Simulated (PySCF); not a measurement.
Ta(NH)(OH)2(Me) (CH6NO2Ta), SMILES [CH3][Ta](=[NH])([OH])[OH], multiplicity 1.

Coordinates come from a B3LYP-D3(BJ)/def2-SVP optimisation. The spin state was assumed, not searched. The def2 effective core potentials stand for the cores of Ta; spin–orbit coupling is left out. The values are those of a single conformer.

Two levels are set side by side: TDDFT-PBE/def2-SVPD (PySCF) and TDDFT-ωB97X/def2-SVPD (PySCF). Vertical, same geometry. The lowest singlet is HOMO→LUMO 98 % with PBE and HOMO→LUMO+1 88 % with the other functional; states are paired by order. Differences are taken from unrounded values.

```json
[
 {"quantity": "lowest singlet excitation (eV)", "TDDFT-ωB97X": "5.56", "TDDFT-PBE": "4.93", "TDDFT-PBE minus TDDFT-ωB97X": "-0.63"},
 {"quantity": "lowest triplet excitation (TDA) (eV)", "TDDFT-ωB97X": "5.08", "TDDFT-PBE": "4.61", "TDDFT-PBE minus TDDFT-ωB97X": "-0.48"}
]
```

A lower first singlet is the usual sign of a functional without exact exchange. Differences between two approximate levels are no errors against the true value.

Rough cost on one machine, each run with all the roots and properties that it gave: TDDFT-ωB97X against TDDFT-PBE about 20 times.
